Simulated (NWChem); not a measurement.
Species: SiNH$_{3}$, singlet; SMILES [SiH]N

All runs: NWChem. Pople sets run with spherical d functions. Low-valent species are run as closed-shell singlets; no triplet was tried in these runs. Coordinates come from a PBE0/def2-SVP optimisation. Vertical excitations in the gas phase; the lowest state need not have the same character in each row.

| level | lowest excitation, singlet (eV) | oscillator strength of that lowest state | orbital gap (eV) |
|---|---|---|---|
| PBE/6-31+G*, TDA | ___ | ___ | ___ |
| B3LYP/6-31+G*, TDA | 3.76 | 0.062 | 4.44 |
| CAM-B3LYP/6-31+G*, TDA | 3.75 | 0.064 | 7.13 |

Some entries are withheld; supply them.


- PBE/6-31+G*, TDA, lowest excitation, singlet (eV): 3.66
- PBE/6-31+G*, TDA, oscillator strength of that lowest state: 0.055
- PBE/6-31+G*, TDA, orbital gap (eV): 2.91
